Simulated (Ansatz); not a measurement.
System: SnCl2 (charge +1, doublet). SMILES of the parent species: [Cl][Sn][Cl]

Atoms: Sn1, Cl2, Cl3. Bonds: Sn1-Cl2, Sn1-Cl3.

Bond lengths (Å) and angles (degrees) optimised at HF/STO-3G with Ansatz (a quantum-chemistry and plane-wave program); HF/3-21G with Ansatz; PBE/6-31G* with LANL2DZ past Ar with Ansatz; B3LYP/LANL2DZ with Ansatz; B3LYP/6-31G* with LANL2DZ past Ar with Ansatz; MP2/6-31G* with LANL2DZ past Ar with Ansatz, each started from the B3LYP-D3(BJ)/def2-TZVP structure (Ansatz) of the last column. A row stands for all coordinates that are equal there. 6-31G* holds six Cartesian d functions. No wavenumbers were computed at HF/STO-3G, PBE/6-31G* with LANL2DZ past Ar, B3LYP/LANL2DZ, MP2/6-31G* with LANL2DZ past Ar, so these may be saddle points.

| coordinate | HF/STO-3G | HF/3-21G | PBE/6-31G* with LANL2DZ past Ar | B3LYP/LANL2DZ | B3LYP/6-31G* with LANL2DZ past Ar | MP2/6-31G* with LANL2DZ past Ar | B3LYP-D3(BJ)/def2-TZVP |
|---|---|---|---|---|---|---|---|
| Sn1-Cl2 | 2.264 | 2.383 | 2.325 | 2.398 | 2.310 | 2.281 | 2.304 |
| Cl2-Sn1-Cl3 | 112.7 | 119.1 | 117.5 | 118.1 | 117.6 | 118.4 | 119.0 |

Mean signed difference of all 2 bond lengths from B3LYP-D3(BJ)/def2-TZVP: HF/STO-3G -0.040 Å, HF/3-21G 0.078 Å, PBE/6-31G* with LANL2DZ past Ar 0.021 Å, B3LYP/LANL2DZ 0.093 Å, B3LYP/6-31G* with LANL2DZ past Ar 0.005 Å, MP2/6-31G* with LANL2DZ past Ar -0.023 Å.
